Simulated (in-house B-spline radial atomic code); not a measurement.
Checks on a self-consistent run for Fe⁶⁺, [Ne] 3s2 (3p1/2)2 (3p3/2)3 (3d3/2)2 (4d5/2)1. Level of theory: Dirac-Hartree-Fock, average of the jj configuration, Fermi nucleus of rms radius 3.7377 fm; calculated with a B-spline radial code for spherical atoms.

```
orbital  q      ε (Eh)     <1/r>        <r²>  small-component weight
  1s1/2  2  -268.84052   25.9829  0.00459034               0.0087498
  2s1/2  2   -37.49132   5.62243   0.0826931               0.0016301
  2p1/2  2   -32.91454   5.53448   0.0664572               0.0015923
  2p3/2  4   -32.36630   5.43784   0.0680162               0.0015708
  3s1/2  2    -8.61117   1.85256    0.663073              0.00039075
  3p1/2  2    -7.24263   1.75867    0.698614              0.00036161
  3p3/2  3    -7.04295   1.73517    0.712864              0.00035592
  3d3/2  2    -5.04128   1.55543    0.738811              0.00029296
  4d5/2  1    -1.99085  0.595458     5.73333              7.7878e-05
```

Electron-electron repulsion V_ee = 383.9738 hartree.

Question: What total energy follows from the eigenvalues?

Answer: The eigenvalues count the repulsion twice, so E = Σqε - V_ee = -872.868 - 383.974 = -1256.842 hartree; the run printed -1256.842.

Question: Does the Dirac virial theorem hold?

Answer: For a point nucleus E = -2c²Σq·w, with w the small-component weight. Here Σq·w = 0.033464 and c = 137.0360, so the ratio E/(-2c²Σq·w) is 1.000007; the finite nucleus accounts for the departure from 1.

Question: What diamagnetic shielding (Lamb formula) and susceptibility (Langevin formula) do the radii give?

Answer: σ = (α²/3)Σq<1/r> = 112.165/(3·137.036²) = 1991 ppm, and χ = -0.79199×10⁻⁶·Σq<r²> = -10.02×10⁻⁶ cm³/mol with Σq<r²> = 12.652 bohr². Both are non-relativistic formulas without the paramagnetism of open shells.
